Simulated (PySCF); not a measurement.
# Ionisation energy of Pt⁴⁰⁺ by level of theory

Pt⁴⁰⁺ [Kr] 4d2 (3F) → Pt⁴¹⁺ [Kr] 4d1 (2D), as a difference of total energies. All numbers are calculated (PySCF 2.14, no relativity, point nucleus, in an even-tempered Gaussian basis (17 s from 4.3 bohr⁻², ratio 2.5; 12 p from 5.6 bohr⁻², ratio 2.5; 9 d from 5.6 bohr⁻², ratio 2.5; 4 f from 23 bohr⁻², ratio 2.7; 3 g from 34 bohr⁻², ratio 2.7)). Correlated levels: outer shells: [Ar] 3d10 frozen; virtual orbitals above 40 to 60 times the deepest correlated orbital energy dropped. The calculations carry no spin-orbit coupling.

```
                method  ionisation energy (eV)
                   UHF                  1868.4
                   LDA                  1869.9
                   PBE                  1870.1
                  PBE0                  1870.1
                r2SCAN                  1869.9
                  BP86                  1870.3
SCS-MP2 (outer shells)                  1867.9
```

Question: Estimate what MP2 (outer shells) gives.

Answer: 1867.9 eV, closest to SCS-MP2 (outer shells) among the rows shown.

Question: Estimate what PW91 gives.

Answer: 1870.4 eV, closest to BP86 among the rows shown.

Spin-orbit coupling is strong in these open shells (close to jj coupling). The scalar numbers leave it out and a first-order estimate fails, so it can dominate the gap to the real levels.

The gap to the reference is mostly relativistic.

For comparison: 1883 ± 4 eV (theoretical estimate listed by NIST; NIST Atomic Spectra Database, ionization energies).
